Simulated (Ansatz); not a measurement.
In(OMe)(NH2)2 (CH7InN2O), SMILES [NH2][In]([NH2])[O]C. Atoms are numbered in the order given.

```xyz
12

In     0.0015    -0.0354     0.3217
O      0.8065    -0.5415    -1.4583
C      0.4492     0.0673    -2.6655
H      0.4738     1.1788    -2.6350
H      1.1601    -0.2398    -3.4566
H     -0.5647    -0.2194    -3.0166
N     -1.4138     1.4488     0.3197
H     -1.2615     2.1592    -0.3963
H     -1.5368     1.9276     1.2116
N      0.4523    -1.3658     1.8056
H      0.5088    -0.9718     2.7440
H      1.3158    -1.8785     1.6271
```
Charge 0, spin multiplicity 1.

Geometry optimised at B3LYP-D3(BJ)/def2-SVP. The structure was generated by enumeration; whether it is a known compound was not checked. The def2 effective core potentials stand for the cores of In; spin–orbit coupling is left out. Other conformers were not sampled.

Two levels are set side by side: PBE-D3(BJ)/def2-SVP (Ansatz, a program for electronic structure) and B3LYP-D3(BJ)/def2-SVP (Ansatz). Each level has its own optimised geometry; the coordinates shown are those of the second. Differences are taken from unrounded values.

| quantity | B3LYP-D3(BJ) | PBE-D3(BJ) | PBE-D3(BJ) minus B3LYP-D3(BJ) |
|---|---|---|---|
| mean bond length (Å) | 1.356 | 1.368 | 0.012 |
| bond In1–O2 (Å) | 2.018 | 2.037 | 0.019 |
| bond In1–N7 (Å) | 2.051 | 2.071 | 0.020 |
| bond In1–N10 (Å) | 2.043 | 2.062 | 0.019 |
| bond O2–C3 (Å) | 1.398 | 1.404 | 0.006 |
| bond C3–H4 (Å) | 1.112 | 1.121 | 0.008 |
| bond C3–H5 (Å) | 1.107 | 1.115 | 0.008 |
| bond C3–H6 (Å) | 1.111 | 1.119 | 0.009 |
| bond N7–H8 (Å) | 1.020 | 1.030 | 0.010 |
| bond N7–H9 (Å) | 1.020 | 1.029 | 0.010 |
| bond N10–H11 (Å) | 1.019 | 1.029 | 0.010 |
| bond N10–H12 (Å) | 1.020 | 1.030 | 0.010 |

Exact exchange shortens and stiffens bonds; PBE has none. Differences between two approximate levels are no errors against the true value.
